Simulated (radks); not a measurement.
Spin polarisation of the 6s1 shell in Au. Start: [Xe] 4f14 5d10 6s(up 0.5, down 0.5); electrons of 6s are moved from spin down to spin up, other shells keep equal spins. Method: non-relativistic Kohn-Sham, r2SCAN, spin-polarised, spherical densities, point nucleus; meta-GGA in the generalised Kohn-Sham scheme; computed with a radial shooting solver on a logarithmic mesh with Libxc functionals.

| moment (Bohr magnetons) | E - E(0) (eV) | e(6s up) (eV) | e(6s down) (eV) | 5d down minus up (eV) | 5p down minus up (eV) |
|---|---|---|---|---|---|
| 0 | 0.000 | -4.010 | -4.010 | 0.000 | 0.000 |
| 0.25 | -0.022 | -4.162 | -3.819 | 0.050 | -0.004 |
| 0.5 | -0.085 | -4.311 | -3.636 | 0.101 | -0.008 |
| 0.75 | -0.191 | -4.473 | -3.450 | 0.152 | -0.012 |
| 1 | -0.342 | -4.632 | -3.232 | 0.205 | -0.018 |

At moment 1 the spin-polarisation energy is -0.342 eV and the 6s exchange splitting 1.400 eV, that is 1.400 eV per Bohr magneton; E = -I m^2/4 would give I = 1.369 eV.
